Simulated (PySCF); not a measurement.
C7H7O (SMILES Cc1ccc([O])cc1), doublet, geometry from GFN2-xTB; BLYP/STO-3G (PySCF).

Here is a job for PySCF.
```python
from pyscf import gto, scf, dft

mol = gto.Mole()
mol.atom = '''
    C    -2.774855   -0.313972   -0.097954
    C    -1.297923   -0.138731   -0.036229
    C    -0.455407   -1.262716    0.023569
    C     0.900400   -1.132818    0.065969
    C     1.538052    0.171230    0.051171
    O     2.766987    0.306144    0.089950
    C     0.635463    1.305806   -0.013121
    C    -0.717776    1.139315   -0.054411
    H    -3.103074   -1.072292    0.611357
    H    -3.064676   -0.655148   -1.093716
    H    -3.293680    0.619017    0.106761
    H    -0.905899   -2.246078    0.036471
    H     1.547925   -1.995488    0.113001
    H     1.082270    2.288580   -0.025852
    H    -1.366485    2.003572   -0.101598
'''
mol.basis = 'sto-3g'
mol.charge = 0
mol.spin = 1
mol.verbose = 5
mol.build()

mf = dft.UKS(mol)
mf.xc = 'blyp'
mf.kernel()
```

Output, abridged:

```
PySCF version 2.14.0

[INPUT] verbose = 5
[INPUT] max_memory = 4000
[INPUT] num. atoms = 15
[INPUT] num. electrons = 57
[INPUT] charge = 0
[INPUT] spin (= nelec alpha-beta = 2S) = 1
[INPUT] symmetry False subgroup None
[INPUT] Mole.unit = angstrom
[INPUT] Symbol           X                Y                Z      unit          X                Y                Z       unit  Magmom
[...]
[INPUT] ---------------- BASIS SET ----------------
[INPUT] l, kappa, [nprim/nctr], expnt,             c_1 c_2 ...
[INPUT] O
[...]
                                23.808861         0.53532814
                                6.4436083         0.44463454
[...]
                                1.1695961         0.39951283
                                0.380389          0.70011547
[...]
                                1.1695961         0.60768372
                                0.380389          0.39195739
[INPUT] C
[...]
                                13.045096         0.53532814
                                3.5305122         0.44463454
[...]
                                0.6834831         0.39951283
                                0.2222899         0.70011547
[...]
                                0.6834831         0.60768372
                                0.2222899         0.39195739
[INPUT] H
[...]
                                0.62391373        0.53532814
                                0.1688554         0.44463454

nuclear repulsion = 332.839892668728
number of shells = 31
number of NR pGTOs = 141
number of NR cGTOs = 47
basis = sto-3g
ecp = {}

******** <class 'pyscf.dft.uks.UKS'> ********
method = UKS
initial guess = minao
damping factor = 0
level_shift factor = 0
DIIS = <class 'pyscf.scf.diis.CDIIS'>
diis_start_cycle = 1
diis_space = 8
diis_damp = 0
SCF conv_tol = 1e-09
SCF conv_tol_grad = None
SCF max_cycles = 50
direct_scf = True
direct_scf_tol = 1e-13
number electrons alpha = 29  beta = 28
XC library pyscf.dft.libxc version 7.1.2
    S. Lehtola, C. Steigemann, M. J. T. Oliveira, and M. A. L. Marques,  SoftwareX 7, 1–5 (2018)
XC functionals = blyp
    A. D. Becke,  Phys. Rev. A 38, 3098 (1988)
    C. Lee, W. Yang, and R. G. Parr,  Phys. Rev. B 37, 785 (1988)
    B. Miehlich, A. Savin, H. Stoll, and H. Preuss,  Chem. Phys. Lett. 157, 200 (1989)
radial grids:
    Treutler-Ahlrichs [JCP 102, 346 (1995); DOI:10.1063/1.469408] (M4) radial grids

becke partition: Becke, JCP 88, 2547 (1988); DOI:10.1063/1.454033
pruning grids: <function nwchem_prune>
grids dens level: 3
symmetrized grids: False
atomic radii adjust function: <function treutler_atomic_radii_adjust>
small_rho_cutoff = 0
Set gradient conv threshold to 3.16228e-05
atom C rad-grids = 75, ang-grids = [ 50  50  50  50  50  50  50  50  50  50  50  50  50  50  50  50  50  50
  50  50  50  50  86  86  86  86  86  86  86  86  86  86 266 266 266 266
 266 266 302 302 302 302 302 302 302 302 302 302 302 302 302 302 302 302
 302 302 302 302 266 266 266 266 266 266 266 266 266 266 266 266 266 266
 266 266 266]
atom O rad-grids = 75, ang-grids = [ 50  50  50  50  50  50  50  50  50  50  50  50  50  50  50  50  50  50
  50  50  50  50  50  86  86  86  86  86  86  86  86  86 266 266 266 266
 266 266 266 302 302 302 302 302 302 302 302 302 302 302 302 302 302 302
 302 302 302 302 302 266 266 266 266 266 266 266 266 266 266 266 266 266
 266 266 266]
atom H rad-grids = 50, ang-grids = [ 50  50  50  50  50  50  50  50  50  50  50  50  50  50  50  86  86  86
  86 266 266 266 266 266 302 302 302 302 302 302 302 302 302 302 302 302
 302 266 266 266 266 266 266 266 266 266 266 266 266 266]
tot_boxes 3648, boxes in each direction [17 14 10]
Padding 4 grids
tot grids = 181568
nelec by numeric integration = [28.31001692 28.31001692]
E1 = -1119.4535936429597  E2 = 443.7772919326803  Ecoul = 492.84088571052985  Exc = -49.06359377784954
init E= -342.836409041551
cond(S) = 14.541331739907848

  alpha mo_energy =
[-1.87976669e+01 -9.81503552e+00 -9.80489135e+00 -9.80475427e+00
 -9.80129727e+00 -9.80119333e+00 -9.79869598e+00 -9.78442766e+00
 -1.02638852e+00 -8.26216770e-01 -7.36133226e-01 -7.34627657e-01
 -6.49787863e-01 -5.97499586e-01 -5.70779552e-01 -4.97241795e-01
 -4.79587719e-01 -4.59180988e-01 -4.26775913e-01 -4.23793517e-01
 -4.18988013e-01 -4.05205532e-01 -3.96741348e-01 -3.66467655e-01
 -3.52785584e-01 -3.28531552e-01 -2.71714638e-01 -2.69251303e-01
 -2.02374479e-01 -3.48861377e-02 -1.67760415e-02  1.14433984e-01
  2.21355738e-01  2.39960418e-01  2.90504266e-01  2.99670563e-01
  3.05911703e-01  3.19158518e-01  3.27843562e-01  3.53092329e-01
  3.55836040e-01  4.38966171e-01  4.45775916e-01  4.70184242e-01
  4.89678699e-01  5.98024533e-01  6.54775969e-01]
  beta  mo_energy =
[-1.87976669e+01 -9.81503552e+00 -9.80489135e+00 -9.80475427e+00
 -9.80129727e+00 -9.80119333e+00 -9.79869598e+00 -9.78442766e+00
 -1.02638852e+00 -8.26216770e-01 -7.36133226e-01 -7.34627657e-01
 -6.49787863e-01 -5.97499586e-01 -5.70779552e-01 -4.97241795e-01
 -4.79587719e-01 -4.59180988e-01 -4.26775913e-01 -4.23793517e-01
 -4.18988013e-01 -4.05205532e-01 -3.96741348e-01 -3.66467655e-01
 -3.52785584e-01 -3.28531552e-01 -2.71714638e-01 -2.69251303e-01
 -2.02374479e-01 -3.48861377e-02 -1.67760415e-02  1.14433984e-01
  2.21355738e-01  2.39960418e-01  2.90504266e-01  2.99670563e-01
  3.05911703e-01  3.19158518e-01  3.27843562e-01  3.53092329e-01
  3.55836040e-01  4.38966171e-01  4.45775916e-01  4.70184242e-01
  4.89678699e-01  5.98024533e-01  6.54775969e-01]
multiplicity <S^2> = 0.75  2S+1 = 2
nelec by numeric integration = [29.00001066 28.00000786]
E1 = -1124.2798920166995  E2 = 450.0114553832393  Ecoul = 499.2302606295367  Exc = -49.218805246297414
cycle= 1 E= -341.428543964732  delta_E= 1.41  |g|= 0.446  |ddm|= 3.91
  alpha mo_energy =
[-1.80164955e+01 -9.94498952e+00 -9.89857680e+00 -9.78534219e+00
 -9.78460066e+00 -9.76454887e+00 -9.76343340e+00 -9.76074145e+00
 -7.98914662e-01 -7.42119345e-01 -6.72739372e-01 -6.61366606e-01
[...]
   0.07451329   0.20231545   0.30624456   0.32440676   0.37494791
   0.38595762   0.39747399   0.40171077   0.41018466   0.42803893
   0.44310951   0.52626295   0.54349392   0.56288021   0.59168216
   0.69504297   0.75258716]
  beta  mo_energy =
[-18.52265048  -9.80292588  -9.76976417  -9.76702383  -9.75327338
  -9.7529395   -9.74296882  -9.74289387  -0.86955219  -0.72740213
  -0.64329841  -0.63577354  -0.55518557  -0.50603301  -0.47289806
  -0.3902357   -0.37931755  -0.35735332  -0.34567049  -0.33517918
  -0.31266914  -0.28441976  -0.28378553  -0.25688167  -0.2336112
  -0.20512676  -0.16932237  -0.06676302  -0.05885959   0.06959482
   0.09429137   0.21785919   0.30844425   0.3256015    0.3805978
   0.38663208   0.40212744   0.40655197   0.41557556   0.42974157
   0.44877413   0.52833035   0.54852222   0.56580653   0.59642384
   0.69825286   0.7572376 ]
multiplicity <S^2> = 0.76938376  2S+1 = 2.0192907
nelec by numeric integration = [29.00001039 28.00000907]
E1 = -1123.6200072147692  E2 = 449.19279004913597  Ecoul = 498.23744191480245  Exc = -49.044651865666474
cycle= 18 E= -341.587324496905  delta_E= 6.35e-08  |g|= 3e-05  |ddm|= 0.00726
  alpha mo_energy =
[-18.52938027  -9.80154225  -9.77379631  -9.76683156  -9.75196741
  -9.75164467  -9.7463124   -9.74611963  -0.88720367  -0.73282184
  -0.64858343  -0.63927312  -0.55957826  -0.50937639  -0.47561229
  -0.39388342  -0.38116396  -0.35923468  -0.35025757  -0.33639982
  -0.31342996  -0.29839958  -0.28805754  -0.25869778  -0.24372496
  -0.22282935  -0.17864828  -0.10128009  -0.07901513   0.05778979
   0.07451209   0.20231514   0.30624409   0.32440675   0.37494713
   0.38595762   0.39747307   0.4017099    0.41018346   0.42803832
   0.44310967   0.52626323   0.54349346   0.56287949   0.59168213
   0.69504266   0.75258681]
  beta  mo_energy =
[-18.52265268  -9.80292494  -9.7697758   -9.76702492  -9.75326889
  -9.75293192  -9.74297162  -9.74289537  -0.86955308  -0.72740303
  -0.6432998   -0.63577261  -0.55518646  -0.50603327  -0.47289756
  -0.39023669  -0.37931797  -0.3573525   -0.34567172  -0.33517852
  -0.31266946  -0.28441997  -0.28378729  -0.25688205  -0.23361192
  -0.20512742  -0.1693213   -0.06676436  -0.05886146   0.06959554
   0.09429005   0.21785891   0.30844394   0.32560153   0.38059712
   0.38663213   0.40212639   0.40655111   0.41557447   0.42974087
   0.44877433   0.52833068   0.54852179   0.56580575   0.59642376
   0.69825256   0.75723728]
multiplicity <S^2> = 0.76938449  2S+1 = 2.0192915
nelec by numeric integration = [29.00001039 28.00000907]
E1 = -1123.6200340138673  E2 = 449.1928168600087  Ecoul = 498.23746809282113  Exc = -49.044651232812456
cycle= 19 E= -341.587324485131  delta_E= 1.18e-08  |g|= 2.09e-05  |ddm|= 0.00412
  alpha mo_energy =
[-18.52938591  -9.8015425   -9.77379377  -9.76682778  -9.75196807
  -9.75164604  -9.74631189  -9.74612065  -0.88720669  -0.73282135
  -0.64858247  -0.63927312  -0.5595777   -0.50937637  -0.4756123
  -0.3938829   -0.38116387  -0.35923477  -0.35025612  -0.33639982
  -0.31342915  -0.29840013  -0.28805702  -0.25869779  -0.24372726
  -0.22282942  -0.17864813  -0.10128015  -0.07902003   0.0577899
   0.07451191   0.20231508   0.30624484   0.32440716   0.37494714
   0.38595828   0.39747355   0.401711     0.41018414   0.42803965
   0.4431097    0.52626289   0.54349343   0.5628798    0.59168138
   0.69504276   0.75258645]
  beta  mo_energy =
[-18.5226583   -9.80292499  -9.76977321  -9.76702122  -9.75326958
  -9.75293332  -9.74297156  -9.74289607  -0.8695558   -0.72740264
  -0.64329881  -0.63577274  -0.55518598  -0.50603328  -0.47289748
  -0.39023618  -0.37931772  -0.35735252  -0.34567028  -0.33517853
  -0.3126686   -0.28442044  -0.28378665  -0.2568819   -0.23361437
  -0.20512788  -0.16932162  -0.06676714  -0.05886275   0.06959512
   0.09428959   0.21785857   0.30844462   0.32560196   0.38059716
   0.38663284   0.4021272    0.40655189   0.41557518   0.42974216
   0.44877433   0.52833052   0.54852178   0.56580601   0.59642311
   0.6982527    0.75723696]
multiplicity <S^2> = 0.76938362  2S+1 = 2.0192906
nelec by numeric integration = [29.00001039 28.00000907]
E1 = -1123.620018405921  E2 = 449.1928012519303  Ecoul = 498.2374549787367  Exc = -49.04465372680642
cycle= 20 E= -341.587324485263  delta_E= -1.32e-10  |g|= 9.1e-06  |ddm|= 0.00022
  alpha mo_energy =
[-18.5293958   -9.8015437   -9.77379024  -9.76682893  -9.75196727
  -9.75164338  -9.74630752  -9.74611338  -0.88721165  -0.73281923
  -0.64858127  -0.63927061  -0.55957683  -0.50937505  -0.4756108
  -0.39388153  -0.38116279  -0.359234    -0.35025557  -0.33639796
  -0.31342894  -0.2984001   -0.28805653  -0.2586969   -0.24373076
  -0.22282926  -0.17864509  -0.10127897  -0.07902743   0.0577927
   0.07451203   0.20231664   0.30624564   0.3244084    0.37494877
   0.38595889   0.39747422   0.40171191   0.41018454   0.42803976
   0.44311112   0.52626357   0.54349486   0.56288209   0.59168136
   0.69504492   0.75258792]
  beta  mo_energy =
[-18.52266819  -9.80292583  -9.76976993  -9.76702223  -9.75326865
  -9.75293056  -9.74296672  -9.74288976  -0.86956027  -0.72740064
  -0.64329786  -0.63577045  -0.55518506  -0.50603198  -0.47289584
  -0.39023491  -0.37931649  -0.35735154  -0.34566991  -0.3351767
  -0.31266825  -0.28442006  -0.28378592  -0.25688075  -0.23361823
  -0.20512796  -0.16931932  -0.06677142  -0.05886413   0.06959733
   0.09428929   0.21785966   0.30844536   0.32560325   0.38059872
   0.38663349   0.40212779   0.40655296   0.41557565   0.42974227
   0.4487757    0.52833153   0.54852321   0.56580823   0.59642328
   0.6982549    0.75723847]
multiplicity <S^2> = 0.76938078  2S+1 = 2.0192878
nelec by numeric integration = [29.00001039 28.00000907]
E1 = -1123.6199658968806  E2 = 449.19274874310383  Ecoul = 498.237407600471  Exc = -49.044658857367125
Extra cycle  E= -341.587324485049  delta_E= 2.14e-10  |g|= 2.16e-05  |ddm|= 7.55e-05
converged SCF energy = -341.587324485049  <S^2> = 0.76938078  2S+1 = 2.0192878
```
